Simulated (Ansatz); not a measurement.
Two isomers of C3H6BNO: A = `CB(C)N=C=O`, B = `BC1OCC1=N`.

Computed with Ansatz on PBE0-D4/def2-TZVP structures; ΔE is electronic, products minus reactants. CCSD(T)/CBS is the MP2 limit (def2-TZVPP, def2-QZVPP) plus CCSD(T) − MP2 in def2-TZVPP, frozen cores. Functionals use def2-TZVPP. B3LYP here is the variant with VWN-RPA as its local correlation; programs differ in this. One conformer a species, not always the lowest.

(1) Which is lower in electronic energy at CCSD(T)/CBS, and by how much? (Best estimate.)

(2) Give E(B) − E(A) in kJ/mol with ωB97M-V, PBE-D4, B3LYP, CCSD/def2-TZVPP, PBE0-D4, CCSD(T)/def2-TZVPP, B3LYP-D4. (Best estimate.)

Largest T1 diagnostic: 0.014.

Answers

(1) Computed: A, by 403.3 kJ/mol.

(2) Computed: ωB97M-V 405.6, PBE-D4 413.8, B3LYP 425.3, CCSD/def2-TZVPP 400.9, PBE0-D4 409.2, CCSD(T)/def2-TZVPP 404.0, B3LYP-D4 421.0. None reverses the order clearly.

From PBE to PBE0 (25 % exact exchange), in def2-TZVPP and without D4, E(B) − E(A) moves by −5.2 kJ/mol. The D4 term adds −4.3 kJ/mol with B3LYP and −2.0 kJ/mol with PBE0; it sums over pairs of atoms, weighted by their polarisabilities, and B3LYP, whose exchange is more repulsive, gets the larger term.
